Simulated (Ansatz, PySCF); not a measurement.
Here is a job for Ansatz (a first-principles code).
Ansatz 0.2 input:
```yaml
crystal:
  periodic: [false, false, false]
  atoms:
    - {symbol: Cs, position_ang: [-0.00000000, -0.00000000, -0.32413647]}
    - {symbol: F, position_ang: [0.00000000, 0.00000000, 1.98083399]}
basis:
  gaussian:
    orbitals: def2-TZVP
hamiltonian:
  xc: revpbe
accuracy: high
```

### Question
Write the same job for PySCF.

### Answer
One answer among several that fit: 
```python
from pyscf import gto, scf, dft

mol = gto.Mole()
mol.atom = '''
    Cs   -0.000000   -0.000000   -0.324136
    F     0.000000    0.000000    1.980834
'''
mol.basis = 'def2-tzvp'
mol.ecp = {'Cs': 'def2-tzvp'}
mol.charge = 0
mol.spin = 0
mol.verbose = 4
mol.build()

mf = dft.RKS(mol)
mf.xc = 'revpbe'
mf.grids.atom_grid = (99, 590)
mf.grids.prune = None
mf.kernel()
```

Both were run: Ansatz gave -120.092645 Eh and PySCF -120.092641 Eh, 0.004 mEh apart.
